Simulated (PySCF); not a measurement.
Computed with PySCF 2.14.0, delta-SCF UKS SCAN, pcX-2 on the ionised atom, pcseg-1 elsewhere, spin-free X2C. Geometries: PBE0-D3(BJ)/def2-SVP; isolated species, one conformer each. Values against the vacuum level.

Question: Order these sites by rising C 1s binding energy.
A. C4 in `[CH3:1][C@@H:2]([Cl:3])[CH2:4][Cl:5]`
B. C4 in `[N:1]#[C:2][C:3]#[C:4][Na:5]`
C. C4 in `[SiH3:1][N:2]([SiH3:3])[c:4]1[cH:5][cH:6][cH:7][s:8]1`

Answer: B (288.72 eV), C (291.62 eV), A (292.68 eV).

From the lowest up, the atoms are bonded to: C (triple bond) and Na (288.72); N, S (aromatic in the SMILES) and C (aromatic in the SMILES) (291.62); Cl, C and 2 H (292.68).

Question: Rank by computed N 1s binding energy, lowest first.
A. Nitrogen in `O=[N+]([O-])O`
B. Nitrogen in `[SiH3]N([SiH3])c1cccs1`
C. Nitrogen in `N#CC#[C][Na]`

Answer: C (403.51 eV), B (404.57 eV), A (414.56 eV).

From the lowest up, the atoms are bonded to: C (triple bond) (403.51); C and 2 Si (404.57); 3 O (414.56).

1 of these hole states is spin-contaminated (⟨S²⟩ 0.96, against 0.75; counted from 0.85) and less certain.
